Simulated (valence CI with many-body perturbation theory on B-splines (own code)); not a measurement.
Ir62+: electric-dipole lines

Calculated by configuration interaction combined with many-body perturbation theory (CI+MBPT): five valence electrons over a frozen Dirac-Fock core [Ne], radial functions for each j: 9 s, 9 p, 8 d, 6 f, 3 g, 1 h, with the one-electron correlation potential Σ1, the two-electron term Σ2, the three-electron term Σ3, Breit, model QED; selected CI, second order for the rest (own B-spline code, finite nucleus).

No measured spectrum was set against this ion. As an estimate, large intervals hold to a few tenths of a per cent, small ones and those within an open d or f shell to about a per cent. Among the levels kept, up to 640 cm⁻¹ of a level comes from second order outside the variational space, and about a tenth of that is noise between levels of different J, which matters for small intervals.

Lines 101 to 150 of 212 in falling wavelength, among levels below 1063.1 eV, chosen from the strongest by gf and those to the six lowest levels. Wavelengths and rates use the calculated energies. Electric multipoles are in the length gauge, E1 and E2 with the static RPA response of the core. Weak lines are less certain than strong ones. Lines between different terms over intervals too small for the method are left out, as are lines whose strength nearly cancels. The highest levels of a list are the least certain.

Levels are named by their leading jj configuration (3d3/2^4 stands for four electrons in 3d with j = 3/2), which in mixed levels can hold well under half, so a name can repeat and another be missing. Letters in brackets count levels of one name in rising energy.

```
λ vac (nm)                               Upper                               Lower   A (s⁻¹)  S (a.u.)
     4.643  (3s^2 3p1/2 3p3/2 3d3/2) J=3/2 [b]          (3s^2 3p1/2 3p3/2^2) J=1/2  1.37e+09  2.71e-04
     4.576  (3s^2 3p1/2 3p3/2 3d3/2) J=5/2 [b]          (3s^2 3p1/2 3p3/2^2) J=5/2  3.42e+09  9.69e-04
     4.399  (3s 3p1/2^2 3p3/2 3d5/2) J=7/2 [b]  (3s^2 3p1/2 3p3/2 3d3/2) J=5/2 [b]  3.24e+09  1.09e-03
     4.378  (3s^2 3p1/2 3p3/2 3d3/2) J=5/2 [b]          (3s^2 3p1/2 3p3/2^2) J=3/2  3.52e+07  8.74e-06
     4.377  (3s^2 3p1/2 3p3/2 3d3/2) J=3/2 [b]          (3s^2 3p1/2 3p3/2^2) J=5/2  2.05e+09  3.39e-04
     4.211  (3s^2 3p1/2 3p3/2 3d3/2) J=1/2 [b]          (3s^2 3p1/2 3p3/2^2) J=3/2  9.78e+09  7.21e-04
     4.195  (3s^2 3p1/2 3p3/2 3d3/2) J=3/2 [b]          (3s^2 3p1/2 3p3/2^2) J=3/2  1.37e+08  2.00e-05
     4.073  (3s^2 3p1/2 3d3/2 3d5/2) J=5/2 [a]  (3s^2 3p1/2 3p3/2 3d3/2) J=3/2 [b]  4.64e+09  9.29e-04
     3.850  (3s^2 3p1/2 3p3/2 3d5/2) J=3/2 [a]          (3s^2 3p1/2 3p3/2^2) J=1/2  2.31e+09  2.60e-04
     3.819  (3s^2 3p1/2 3p3/2 3d5/2) J=7/2 [a]          (3s^2 3p1/2 3p3/2^2) J=5/2  1.23e+09  2.70e-04
     3.801          (3s^2 3p1/2 3d3/2^2) J=3/2          (3s 3p1/2^2 3p3/2^2) J=3/2  9.66e+09  1.05e-03
     3.724  (3s 3p1/2^2 3p3/2 3d5/2) J=3/2 [a]          (3s 3p1/2^2 3p3/2^2) J=1/2  1.82e+10  1.86e-03
     3.695  (3s 3p1/2^2 3p3/2 3d5/2) J=3/2 [a]          (3s 3p1/2^2 3p3/2^2) J=3/2  7.81e+10  7.78e-03
     3.679  (3s 3p1/2^2 3p3/2 3d5/2) J=5/2 [b]  (3s^2 3p1/2 3p3/2 3d3/2) J=3/2 [a]  1.26e+10  1.85e-03
     3.666  (3s^2 3p1/2 3p3/2 3d5/2) J=3/2 [a]          (3s^2 3p1/2 3p3/2^2) J=5/2  2.59e+10  2.52e-03
     3.627  (3s^2 3p1/2 3p3/2 3d5/2) J=5/2 [a]          (3s^2 3p1/2 3p3/2^2) J=5/2  1.22e+11  1.73e-02
     3.605      (3s^2 3p1/2 3d3/2 3d5/2) J=7/2      (3s^2 3p1/2 3p3/2 3d3/2) J=7/2  6.69e+10  1.24e-02
     3.560  (3s^2 3p1/2 3d3/2 3d5/2) J=5/2 [a]      (3s^2 3p1/2 3p3/2 3d3/2) J=7/2  2.26e+10  3.02e-03
     3.554  (3s^2 3p1/2 3d3/2 3d5/2) J=5/2 [b]  (3s^2 3p1/2 3p3/2 3d3/2) J=3/2 [b]  2.66e+11  3.53e-02
     3.537  (3s^2 3p1/2 3p3/2 3d5/2) J=3/2 [a]          (3s^2 3p1/2 3p3/2^2) J=3/2  1.98e+11  1.73e-02
     3.506          (3s^2 3p1/2^2 3d5/2) J=5/2          (3s^2 3p1/2^2 3p3/2) J=3/2  2.95e+11  3.76e-02
     3.505  (3s 3p1/2^2 3p3/2 3d5/2) J=5/2 [a]          (3s 3p1/2^2 3p3/2^2) J=5/2  2.14e+11  2.72e-02
     3.501  (3s^2 3p1/2 3p3/2 3d5/2) J=5/2 [a]          (3s^2 3p1/2 3p3/2^2) J=3/2  7.20e+10  9.15e-03
     3.487      (3s 3p1/2^2 3p3/2 3d5/2) J=1/2          (3s 3p1/2^2 3p3/2^2) J=1/2  3.52e+11  1.47e-02
     3.474      (3s^2 3p1/2 3d3/2 3d5/2) J=7/2  (3s^2 3p1/2 3p3/2 3d3/2) J=5/2 [a]  2.63e+11  4.35e-02
     3.474          (3s^2 3p1/2 3d3/2^2) J=3/2          (3s 3p1/2^2 3p3/2^2) J=5/2  9.22e+09  7.63e-04
     3.473  (3s^2 3p1/2 3p3/2 3d5/2) J=3/2 [b]          (3s^2 3p1/2 3p3/2^2) J=1/2  3.20e+11  2.64e-02
     3.472  (3s^2 3p1/2 3d3/2 3d5/2) J=5/2 [a]  (3s^2 3p1/2 3p3/2 3d3/2) J=3/2 [a]  2.01e+11  2.49e-02
     3.461      (3s 3p1/2^2 3p3/2 3d5/2) J=1/2          (3s 3p1/2^2 3p3/2^2) J=3/2  2.90e+10  1.19e-03
     3.456      (3s^2 3p1/2 3d3/2 3d5/2) J=9/2      (3s^2 3p1/2 3p3/2 3d3/2) J=7/2  3.42e+11  6.96e-02
     3.435      (3s^2 3p1/2 3p3/2 3d5/2) J=1/2          (3s^2 3p1/2 3p3/2^2) J=1/2  4.82e+11  1.93e-02
     3.433  (3s^2 3p1/2 3d3/2 3d5/2) J=5/2 [a]  (3s^2 3p1/2 3p3/2 3d3/2) J=5/2 [a]  1.67e+11  2.00e-02
     3.433  (3s^2 3p1/2 3d3/2 3d5/2) J=5/2 [b]  (3s^2 3p1/2 3p3/2 3d3/2) J=5/2 [b]  4.16e+10  4.98e-03
     3.431  (3s 3p1/2^2 3p3/2 3d5/2) J=7/2 [a]          (3s 3p1/2^2 3p3/2^2) J=5/2  3.42e+11  5.45e-02
     3.422  (3s^2 3p1/2 3p3/2 3d5/2) J=5/2 [b]          (3s^2 3p1/2 3p3/2^2) J=5/2  1.43e+11  1.70e-02
     3.418  (3s 3p1/2^2 3p3/2 3d5/2) J=3/2 [b]          (3s 3p1/2^2 3p3/2^2) J=1/2  2.57e+11  2.02e-02
     3.415  (3s 3p1/2^2 3p3/2 3d5/2) J=5/2 [b]          (3s 3p1/2^2 3p3/2^2) J=3/2  5.14e+11  6.06e-02
     3.407      (3s^2 3p1/2 3d3/2 3d5/2) J=3/2  (3s^2 3p1/2 3p3/2 3d3/2) J=3/2 [a]  2.44e+11  1.90e-02
     3.405  (3s^2 3p1/2 3p3/2 3d5/2) J=7/2 [b]          (3s^2 3p1/2 3p3/2^2) J=5/2  5.79e+11  9.02e-02
     3.403      (3s^2 3p1/2 3d3/2 3d5/2) J=3/2  (3s^2 3p1/2 3p3/2 3d3/2) J=1/2 [a]  1.47e+11  1.15e-02
     3.394  (3s 3p1/2^2 3p3/2 3d5/2) J=3/2 [b]          (3s 3p1/2^2 3p3/2^2) J=3/2  4.05e+10  3.12e-03
     3.385  (3s 3p1/2^2 3p3/2 3d5/2) J=3/2 [a]          (3s 3p1/2^2 3p3/2^2) J=5/2  5.05e+10  3.87e-03
     3.383      (3s^2 3p1/2 3d3/2 3d5/2) J=1/2  (3s^2 3p1/2 3p3/2 3d3/2) J=3/2 [a]  1.02e+11  3.91e-03
     3.379      (3s^2 3p1/2 3d3/2 3d5/2) J=1/2  (3s^2 3p1/2 3p3/2 3d3/2) J=1/2 [a]  3.71e+11  1.41e-02
     3.370      (3s^2 3p1/2 3d3/2 3d5/2) J=3/2  (3s^2 3p1/2 3p3/2 3d3/2) J=5/2 [a]  5.69e+10  4.30e-03
     3.322  (3s^2 3p1/2 3p3/2 3d5/2) J=3/2 [b]          (3s^2 3p1/2 3p3/2^2) J=5/2  7.41e+10  5.36e-03
     3.310  (3s^2 3p1/2 3p3/2 3d5/2) J=5/2 [b]          (3s^2 3p1/2 3p3/2^2) J=3/2  7.03e+11  7.55e-02
     3.271  (3s 3p1/2^2 3p3/2 3d5/2) J=7/2 [b]          (3s 3p1/2^2 3p3/2^2) J=5/2  1.91e+11  2.64e-02
     3.216  (3s^2 3p1/2 3p3/2 3d5/2) J=3/2 [b]          (3s^2 3p1/2 3p3/2^2) J=3/2  5.52e+06  3.63e-07
     3.183      (3s^2 3p1/2 3p3/2 3d5/2) J=1/2          (3s^2 3p1/2 3p3/2^2) J=3/2  7.35e+10  2.34e-03
```
